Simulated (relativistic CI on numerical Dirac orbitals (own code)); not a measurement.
Nb22+: sensitivity of the levels to the model

Base calculation: Dirac-Coulomb-Breit CI, separate exchange-only KLI orbitals for each configuration, model QED (radiative potential, 1s self-energy scaled to tabulated hydrogen-like ionisation energies), unscaled Slater integrals.

Configurations in the expansion (outside the closed core [Ne]): 3s²3p⁶3d, 3s²3p⁵3d², 3s3p⁶3d², 3s²3p⁶4s, 3s²3p⁶4p, 3s²3p⁶4d, 3s²3p⁶4f, 3s²3p⁵3d4s, 3s²3p⁵3d4p, 3s²3p⁵3d4d, 3s3p⁶3d4s, 3s²3p⁶5s, 3s3p⁶3d4p, 3s²3p⁵3d4f, 3p⁶3d²4p, 3s²3p⁶5p, 3s²3p⁶5d, 3s²3p⁶5f, 3s3p⁶3d4d, 3s²3p⁶5g, 3s3p⁶3d4f, 3p⁶3d³, 3p⁵3d⁴, 3p⁶3d²4s, 3p⁵3d³4s, 3p⁶3d²4d, 3p⁵3d³4d. Double excitations out of closed p, d and f shells are left out; levels of such configurations are missing from the list, as are those of other unlisted configurations, and high levels can miss mixing partners. These lack a partner that the ground configuration has and come out too high: 3s²3p⁵3d4p, 3s²3p⁵3d4f.

Variants: (1) only the first 3 configurations. Shifts of the energy above 3s²3p⁶3d ²D3/2, in cm⁻¹, for the lowest level and the first level of each name with at least 55 % of one term (blank where a level changes its place among those of its configuration and J or its character, or is not in the variant):

| Level | Base | Δ(1) |
| --- | --- | --- |
| 3s²3p⁶3d ²D3/2 | 0 | 0 |
| 3s²3p⁶3d ²D5/2 | 32316 | +58 |
| 3s²3p⁵3d² ⁴D°1/2 | 877156 | -4338 |
| 3s²3p⁵3d² ⁴D°3/2 | 885171 | -4241 |
| 3s²3p⁵3d² ⁴D°5/2 | 901669 | -4125 |
| 3s²3p⁵3d² ⁴D°7/2 | 922977 | -3931 |
| 3s²3p⁵3d² ⁴G°9/2 | 939542 | -3449 |
| 3s²3p⁵3d² ⁴G°11/2 | 948303 | -3236 |
| 3s²3p⁵3d² ⁴P°5/2 | 960793 | -3970 |
| 3s²3p⁵3d² ⁴P°3/2 | 970579 | -3916 |
| 3s²3p⁵3d² ⁴P°1/2 | 992933 | -4113 |
| 3s²3p⁵3d² ²D°5/2 | 997448 | -4024 |
| 3s²3p⁵3d² ⁴F°9/2 | 998058 | -4144 |
| 3s²3p⁵3d² ²F°7/2 | 1017648 | -3788 |
| 3s²3p⁵3d² ²H°11/2 | 1019366 | -3303 |
| 3s²3p⁵3d² ²P°1/2 | 1037933 | -4374 |
| 3s²3p⁵3d² ²G°9/2 | 1151980 | -3840 |
| 3s²3p⁵3d² ²S°1/2 | 1182260 | -4474 |
| 3s3p⁶3d² ⁴F3/2 | 1809744 | -1830 |
| 3s3p⁶3d² ⁴F5/2 | 1820865 | -1847 |
| 3s3p⁶3d² ⁴F7/2 | 1837249 | -1852 |
| 3s3p⁶3d² ⁴F9/2 | 1855533 | -1840 |

At this charge energies of transitions that change n are usually good to better than 1 %, and those within a shell (Δn = 0) to a few per cent.

Ionisation energy from the two ground configurations alone: base 1000.22 eV. The NIST ASD value (theoretical) is 1000 eV.

LS names give the leading component of a level, which can be under half, so a name can repeat, a term be missing and a line seem to break the LS rules.
